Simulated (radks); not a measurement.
Correlation energies from several functionals, in hartree. Species: Pd [Kr] 4d10; Sc20+ 1s1; He [He]. All-electron calculation, non-relativistic Kohn-Sham, exchange-only LDA, spin-polarised, spherical densities, point nucleus. Program: a radial shooting solver on a logarithmic mesh with Libxc functionals. Every spin shell is full or empty, so the densities are truly spherical. Functionals are evaluated on that one density, not self-consistently.

functional       Pd       Sc20+         He
PW92        -4.3376   -0.060316   -0.11055
VWN5        -4.3566   -0.060231   -0.11092
Wigner      -2.4549           0  -0.095166
Chachiyo    -4.2783   -0.059988   -0.10753
PBE         -2.4092  -0.0060793  -0.040776
PBEsol      -2.7306  -0.0086810  -0.051251
P86         -2.7305   -0.026671  -0.042864
PW91        -2.6025   -0.010335  -0.044591
AM05        -4.0333   -0.052583  -0.096127
TPSS        -2.4110           0  -0.042074
revTPSS     -2.4420           0  -0.045208
SCAN        -2.4175           0  -0.037539
r2SCAN      -2.4311           0  -0.037539
B95         -2.9180           0  -0.041166
Tao-Mo      -2.3244           0  -0.028407
